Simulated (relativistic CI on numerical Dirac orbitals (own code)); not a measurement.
Calculated at this level of theory: Dirac-Coulomb-Breit CI, separate exchange-only KLI orbitals for each configuration, model QED, unscaled Slater integrals (own radial code, finite nucleus).

The strongest absorption lines from the ground level of an ion, among the configurations computed and to levels below about 7990 eV (vacuum wavelength in nm, gf): 0.15589 (0.12), 0.15696 (0.061), 0.19239 (0.001), 0.20487 (0.38), 0.20668 (0.045), 0.20956 (0.26), 2.0486 (0.17), 9.2104 (0.0091).

Question: Which ion is it?
A. Cd XLV
B. Ba LI
C. Te XLIX
D. Ba LIII

Answer: D. Ba LIII has 4 electrons and the ground level 2s² ¹S0; the strongest line goes to 2s3p ¹P°1. The pattern of lines fixes the number of electrons, and along that sequence the line energies rise steadily with the charge (about as its square where n changes within one kind of shell, about linearly where n is kept but much faster in heavy ions where fine structure, which grows about as Z⁴, sets the gap, and irregularly where shells cross), which fixes Z. Configurations outside the model, such as inner-shell arrays, can give stronger lines. At this charge energies of transitions that change n are usually good to better than 1 %, and those within a shell (Δn = 0) to a few per cent.

LS names give the leading component of a level, which can be under half, so a name can repeat, a term be missing and a line seem to break the LS rules.
